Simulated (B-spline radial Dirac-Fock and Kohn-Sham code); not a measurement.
**Diagram lines of Os⁷⁺**

System: Os⁷⁺, [Xe] 4f14 5d1, inside a Watson sphere of charge -7 and radius 1.6 Å (a model of the Madelung potential; inside it an electron's potential energy is raised by 63.0 eV).

Level of theory: Dirac-Fock (average of configuration) total-energy differences with a finite nucleus, the Breit interaction including its frequency dependence, and self-energy and vacuum-polarisation corrections; a radial finite-basis atomic code. A line energy is the difference of two single-hole energies; the list is a selection of electric-dipole transitions between resolved j subshells. No correlation.

```
 line  energy (keV)  wavelength (Å)
 Kβ2'        73.394         0.16893
Kβ2''        73.315         0.16911
  Kβ1        71.405         0.17363
  Kβ3        71.071         0.17445
  Kα1        62.995         0.19682
  Kα2        61.481         0.20166
  Lγ4        12.942         0.95802
  Lγ3        12.502         0.99174
  Lγ2        12.423         0.99802
  Lγ1        12.094          1.0252
  Lγ5        11.725          1.0575
  Lβ7        10.787          1.1494
  Lβ2        10.594          1.1703
 Lβ15        10.580          1.1719
  Lβ3        10.513          1.1794
  Lβ1        10.355          1.1973
  Lβ6        10.211          1.2142
  Lβ4        10.179          1.2181
   Lη        9.3298          1.3289
  Lα1        8.9121          1.3912
```

Values without a named source are computed, but for edge energies of neutral atoms, which are taken from tables.
